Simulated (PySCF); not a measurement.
H₄BeSeSi (SMILES [SiH3][Be][SeH]), singlet, geometry from GFN2-xTB (such geometries of metal compounds can be far from the true shape); PBE/6-31G, TDA (PySCF).

Here is a job for PySCF.
```python
from pyscf import gto, scf, dft, tdscf

mol = gto.Mole()
mol.atom = '''
    Be   -0.027159   -0.341809    0.472190
    Se    0.332813    0.889806   -1.079655
    H     1.647515    1.425212   -1.080982
    Si   -0.722627   -1.711427    2.028974
    H    -1.626870   -2.792777    1.619035
    H    -1.452589   -1.112207    3.152609
    H     0.341722   -2.446407    2.723205
'''
mol.basis = '6-31g'
mol.charge = 0
mol.spin = 0
mol.verbose = 3
mol.build()

mf = dft.RKS(mol)
mf.xc = 'pbe'
mf.kernel()
td = mf.TDA()
td.nstates = 15
td.kernel()
td.analyze()
```

What the program printed (banner, timings and long lists left out):

```
converged SCF energy = -2707.22772763391
Excitation energies (eV)
[3.99237223 4.72981335 5.34112645 5.50088467 5.79971243 5.96920278
 6.07167732 6.26194989 6.57848221 6.73843398 6.91537588 7.35904314
 7.52866993 7.8034274  7.93459366]

** Singlet excitation energies and oscillator strengths **
Excited State   1:      3.99237 eV    310.55 nm  f=0.0025
Excited State   2:      4.72981 eV    262.13 nm  f=0.0070
Excited State   3:      5.34113 eV    232.13 nm  f=0.1008
Excited State   4:      5.50088 eV    225.39 nm  f=0.0023
Excited State   5:      5.79971 eV    213.78 nm  f=0.0091
Excited State   6:      5.96920 eV    207.71 nm  f=0.1602
Excited State   7:      6.07168 eV    204.20 nm  f=0.0225
Excited State   8:      6.26195 eV    198.00 nm  f=0.0010
Excited State   9:      6.57848 eV    188.47 nm  f=0.0532
Excited State  10:      6.73843 eV    184.00 nm  f=0.0887
Excited State  11:      6.91538 eV    179.29 nm  f=0.0701
Excited State  12:      7.35904 eV    168.48 nm  f=0.8374
Excited State  13:      7.52867 eV    164.68 nm  f=0.0442
Excited State  14:      7.80343 eV    158.88 nm  f=0.0621
Excited State  15:      7.93459 eV    156.26 nm  f=0.0118
```
